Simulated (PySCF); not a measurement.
Run record: EPR job, `FC(F)(F)[C]1CCCCN1` [radical].

Method: UKS B3LYP, IGLO-III on C F N, pcH-1 on H, non-relativistic, mean-field spin-orbit, GIAO (PySCF 2.14.0). Geometry: PBE0-D3(BJ)/def2-SVP. The input is one job of a driver script: a line of settings, then coordinates in Å.

Input:
```
{"job": {"kind": "epr"}, "charge": 0, "multiplicity": 2}
F      2.953369    -1.271649    -0.173127
C      2.432733    -0.031290    -0.144346
F      3.060220     0.655122     0.817506
F      2.791846     0.551886    -1.311108
C      0.969973    -0.065595     0.074144
C      0.239375     1.225830     0.240738
C     -1.204423     0.993530     0.674762
C     -1.866040    -0.042216    -0.225820
C     -1.091604    -1.349741    -0.192024
N      0.303920    -1.125751    -0.505846
H      0.242368     1.780664    -0.721581
H      0.776959     1.857882     0.963367
H     -1.762996     1.941882     0.653184
H     -1.220447     0.633232     1.718100
H     -1.896555     0.334296    -1.263036
H     -2.906059    -0.229495     0.083373
H     -1.203246    -1.809150     0.812538
H     -1.502000    -2.063277    -0.922999
H      0.862977    -1.967658    -0.592755
```

Task: Estimate the output.

Result: 
```
UKS, coarse grid
  cycle   1  E = -588.39150582  |g| = 7.05e-01
  cycle   2  E = -588.18243049  |g| = 1.11e+00
  cycle   3  E = -588.55763231  |g| = 5.83e-02
  cycle   4  E = -588.55835289  |g| = 4.33e-02
  cycle   5  E = -588.55918096  |g| = 1.14e-02
  cycle   6  E = -588.55923239  |g| = 3.12e-03
  cycle   7  E = -588.55923654  |g| = 2.00e-03
  cycle   8  E = -588.55923888  |g| = 4.59e-04
UKS, final grid
  cycle   1  E = -588.55928351  |g| = 4.96e-04
  cycle   2  E = -588.55928344  |g| = 6.74e-04
  cycle   3  E = -588.55928361  |g| = 6.40e-05
  cycle   4  E = -588.55928361  |g| = 3.22e-05
  cycle   5  E = -588.55928361  |g| = 1.64e-05
E = -588.55928361 Eh   <S^2> = 0.7536 (exact 0.7500)
g shifts (ppm)      1          2          3
  rmc          -191       -191       -191
  gc             13         77         60
  oz_so         120        365       1071
  total         -58        250        940
hyperfine (MHz)  atom isotope    a_iso     a_fc   dipolar eigenvalues
    0   19F      10.18      10.18    -13.25    -10.61     23.86
    1   13C     -18.41     -18.41     -4.06     -1.77      5.82
    2   19F      61.66      61.66    -27.88    -27.48     55.36
    3   19F     149.19     149.19    -62.73    -60.32    123.05
    4   13C      98.82      98.82    -61.92    -61.57    123.49
    5   13C     -10.76     -10.76     -2.04     -1.26      3.30
    6   13C      14.43      14.43     -1.29     -0.73      2.02
    7   13C       7.10       7.10     -0.82     -0.44      1.27
    8   13C       5.51       5.51     -2.41     -0.90      3.31
    9   14N      11.59      11.59    -13.16    -12.70     25.86
   10    1H      94.79      94.79     -3.81     -2.88      6.69
   11    1H      21.29      21.29     -4.86     -3.98      8.84
   12    1H      -2.07      -2.07     -1.71     -1.36      3.07
   13    1H      -1.62      -1.62     -3.01     -2.08      5.08
   14    1H      -0.54      -0.54     -2.13     -1.60      3.73
   15    1H      -1.07      -1.07     -1.29     -1.16      2.44
   16    1H      31.33      31.33     -3.45     -2.41      5.86
   17    1H       2.52       2.52     -3.54     -2.65      6.19
   18    1H      -6.42      -6.42    -14.43     -5.84     20.27
```

rmc, gc and oz_so are the mass-correction, gauge-correction and orbital-Zeeman/spin–orbit parts of the g shift along its three principal axes; a_iso is the isotropic hyperfine coupling and a_fc its Fermi-contact part. The program numbers atoms from 0.

Task: Get g_iso from the total shifts.

Result: Their mean is 377 ppm; added to g_e = 2.002319 it gives 2.00270.

Task: How far is ⟨S²⟩ from the pure-spin value?

Result: S = 0.5 gives S(S+1) = 0.75; the run has 0.7536, 0.0036 more.

In short: ⟨S²⟩ 0.754; g_iso 2.0027.

One conformer (not necessarily the lowest) at the PBE0-D3(BJ)/def2-SVP geometry, without solvent, vibrations or thermal averaging.

Hardware: an x86-64 server with one thread, shared host. Cost: 2.6 min of wall time.
Labels such as C1 count atoms from 1, the log's own numbers from 0.
